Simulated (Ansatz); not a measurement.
Reaction (redistribution): `C[SiH2][SiH2][SeH]` + `C=C(N)[SiH3]` → `N[SiH2][SiH2][SeH]` + `C=C(C)[SiH3]`

Calculated with Ansatz (gas phase, PBE0-D4/def2-TZVP geometries, no zero-point term in ΔE). CCSD(T)/CBS adds triple-zeta CCSD(T) − MP2 to the extrapolated MP2 energy (def2 sets, frozen cores). Functionals use def2-TZVPP. B3LYP here is the variant with VWN-RPA as its local correlation; programs differ in this. For Se outer-core shells are correlated without core-valence functions, which leaves a few kJ/mol of doubt a bond. Scalar relativity is left out up to krypton. One conformer a species, not always the lowest.

```
             level  ΔE (kcal/mol)  difference from CCSD(T)/CBS
            PBE-D4           -9.5                          4.5
         r2SCAN-D4          -10.9                          3.1
           PBE0-D4          -10.9                          3.1
          B3LYP-D4          -12.2                          1.8
           ωB97X-V          -12.4                          1.6
           ωB97M-V          -12.6                          1.4
            B2PLYP          -12.9                          1.1
               PBE           -9.3                          4.7
            r2SCAN          -10.9                          3.1
              PBE0          -10.7                          3.3
             B3LYP          -11.8                          2.2
     HF/def2-TZVPP          -15.4                         -1.4
    MP2/def2-TZVPP          -14.1                         -0.1
SCS-MP2/def2-TZVPP          -14.6                         -0.6
   CCSD/def2-TZVPP          -14.1                         -0.1
CCSD(T)/def2-TZVPP          -13.7                          0.3
     HF/def2-QZVPP          -15.6                         -1.6
    MP2/def2-QZVPP          -14.4                         -0.4
SCS-MP2/def2-QZVPP          -14.8                         -0.8
      HF/CBS(def2)          -15.6                         -1.6
     MP2/CBS(def2)          -14.5                         -0.5
    CCSD/CBS(def2)          -14.5                         -0.5
       CCSD(T)/CBS          -14.0                            0
```

Largest T1 diagnostic among the species: 0.012.

In def2-TZVPP, CCSD(T) changes the Hartree–Fock value by +1.8 kcal/mol (the triples alone add +0.5 kcal/mol) and MP2 by +1.3 kcal/mol. From PBE to PBE0 (25 % exact exchange), in def2-TZVPP and without D4, ΔE moves by −1.4 kcal/mol.
